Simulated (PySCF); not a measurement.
**One molecule, many inputs**

Molecule: SMILES C(#C[SiH2]OC)[SiH3], C3H8OSi2; geometry GFN2-xTB.

Molfile (atoms numbered from 1):
```
C3H8OSi2
     RDKit          3D

 14 13  0  0  0  0  0  0  0  0999 V2000
   -2.6611    0.0208    0.3813 C   0  0  0  0  0  0  0  0  0  0  0  0
   -2.1973    1.0609   -0.4197 O   0  0  0  0  0  0  0  0  0  0  0  0
   -0.9307    1.0926   -1.4366 Si  0  0  0  0  0  4  0  0  0  0  0  0
    0.6484    0.6482   -0.5647 C   0  0  0  0  0  0  0  0  0  0  0  0
    1.6566    0.3441    0.0344 C   0  0  0  0  0  0  0  0  0  0  0  0
    3.1935   -0.1017    0.9597 Si  0  0  0  0  0  4  0  0  0  0  0  0
   -1.8726   -0.3406    1.0469 H   0  0  0  0  0  0  0  0  0  0  0  0
   -3.4912    0.3986    0.9802 H   0  0  0  0  0  0  0  0  0  0  0  0
   -3.0117   -0.8156   -0.2297 H   0  0  0  0  0  0  0  0  0  0  0  0
   -0.9794    2.4935   -1.8256 H   0  0  0  0  0  0  0  0  0  0  0  0
   -1.0812    0.1201   -2.5282 H   0  0  0  0  0  0  0  0  0  0  0  0
    2.8872   -0.0731    2.3933 H   0  0  0  0  0  0  0  0  0  0  0  0
    3.6086   -1.4482    0.5552 H   0  0  0  0  0  0  0  0  0  0  0  0
    4.2302    0.8799    0.6312 H   0  0  0  0  0  0  0  0  0  0  0  0
  1  2  1  0
  2  3  1  0
  3  4  1  0
  4  5  3  0
  5  6  1  0
  1  7  1  0
  1  8  1  0
  1  9  1  0
  3 10  1  0
  3 11  1  0
  6 12  1  0
  6 13  1  0
  6 14  1  0
M  END
```

All runs: PySCF 2.14.0 with density-fitted response routines, non-relativistic, gas phase unless a solvent (IEF-PCM) is named; grid level 2, GIAOs and SCF threshold 1e-9 unless changed. The yardstick, PBE0/pcSseg-1, gives these isotropic shieldings σ (ppm, equivalent atoms averaged): C4 67.4, C5 74.8, C1 133.8, O2 333.1, Si3 400.0, H10/H11 26.78, H12/H13/H14 27.47.

Problem. What do these inputs give? (1) wB97X-D/pcSseg-1; grid level 4; (2) PBE0/pcSseg-1; level_shift 0.1; (3) PBE0/pcseg-1; (4) solvent tetrahydrofuran; X3LYP/ANO-RCC-VDZP; (5) solvent tetrahydrofuran; X3LYP/pcSseg-1; conv 1e-06; guess sap

Solution. 
```
run    outcome  functions  wall time    C4    C5     C1     O2    Si3  H10/H11  H12/H13/H14
  1  converged        156       41 s  68.3  74.9  133.8  335.9  400.4    27.01        27.65
  2  converged        156       21 s  67.4  74.8  133.8  333.1  400.0    26.78        27.47
  3  converged        132       13 s  80.2  86.8  143.2  332.1  384.5    26.87        27.60
  4  converged        132       24 s  75.1  80.0  135.5  323.8  457.4    26.82        27.49
  5  converged        156       17 s  64.3  69.9  128.4  328.6  392.3    26.97        27.61
```

Times are on 1 thread of an Intel Xeon Platinum 8559C, shared host.

Problem. Comment on the technical settings.

Solution. 
- Run 2: The level shift changes the path of the SCF (11 cycles), not the solution, provided the same state is reached.
- Run 5: The functional and medium differ from the yardstick's, which in itself moves the values. A loose SCF threshold (1e-06) leaves errors in the orbitals that response properties inherit. The starting guess changes the path of the SCF (10 cycles), not the solution, provided the same state is reached.
